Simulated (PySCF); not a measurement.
# Working out the ionisation energy of V

V [Ar] 3d3 4s2 (4F) → V⁺ [Ar] 3d4 (5D). Computed with PySCF 2.14 in x2c-SVPall, with scalar relativity by spin-free X2C-1e. Frozen: [Ar]. Energies in hartree (1 hartree = 27.21139 eV):

```json
{"part": "UHF", "V (lower)": "-947.986442", "V⁺ (upper)": "-947.759755"}
{"part": "MP2 opposite-spin", "V (lower)": "-0.024732", "V⁺ (upper)": "0.000000"}
{"part": "MP2 same-spin", "V (lower)": "-0.015513", "V⁺ (upper)": "-0.032682"}
```

Task: What does Hartree-Fock give?

Result: (-947.759755) − (-947.986442) = 0.226687 hartree = 6.168 eV.

Task: What do MP2 and SCS-MP2 (6/5 opposite-spin, 1/3 same-spin) give?

Result: The opposite-spin parts differ by 0.673 eV and the same-spin parts by -0.467 eV. MP2: 6.168 + (0.673) + (-0.467) = 6.374 eV. SCS-MP2: 6.168 + 1.2 × (0.673) + (-0.467)/3 = 6.820 eV.

Measured between the centres of the two terms (NIST): 6.732 eV, so MP2 (valence) is off by -0.358 eV.

A double-zeta basis recovers only part of the correlation energy.

What remains against the reference includes basis incompleteness, the frozen core and correlation beyond second order.
